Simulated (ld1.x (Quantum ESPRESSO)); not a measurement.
u(r) = r·R(r): atom against pseudo-atom (O)

Columns: radius, all-electron u(r) and pseudo u(r) of the 2s shell (level -24.04 eV) of oxygen in the configuration [He] 2s1.5 2p4.5; PBEsol, scalar-relativistic, TM scheme, ld1.x (Quantum ESPRESSO) 7.5.

```tsv
r (bohr)	all-electron	pseudo
0.105	0.4213	-0.1027
0.210	0.2165	-0.2170
0.315	-0.1283	-0.3537
0.420	-0.4441	-0.5163
0.525	-0.6826	-0.6891
0.630	-0.8394	-0.8359
0.735	-0.9264	-0.9259
0.840	-0.9595	-0.9595
0.945	-0.9538	-0.9538
1.050	-0.9216	-0.9216
1.155	-0.8727	-0.8727
1.260	-0.8140	-0.8140
1.365	-0.7506	-0.7506
1.470	-0.6860	-0.6860
1.575	-0.6226	-0.6226
1.680	-0.5618	-0.5618
1.785	-0.5046	-0.5046
1.890	-0.4514	-0.4514
1.995	-0.4025	-0.4025
2.100	-0.3580	-0.3580
2.205	-0.3176	-0.3176
2.310	-0.2812	-0.2812
2.415	-0.2486	-0.2486
2.520	-0.2194	-0.2194
2.625	-0.1934	-0.1934
2.730	-0.1703	-0.1703
```

Task: How many radial nodes do the two functions have?

Result: The all-electron 2s function has n − l − 1 = 1; the pseudo-wave has 0, since the states of the same l below it are removed with the core.

Task: At about which radius was the pseudo-wave matched?

Result: 0.85 bohr, where the columns begin to agree (steps of 0.10 bohr).

Task: Is the pseudo-wave norm-conserving?

Result: Yes: the TM scheme keeps the norm inside the radius equal to the all-electron one, which fixes the energy derivative of the logarithmic derivative at the level.
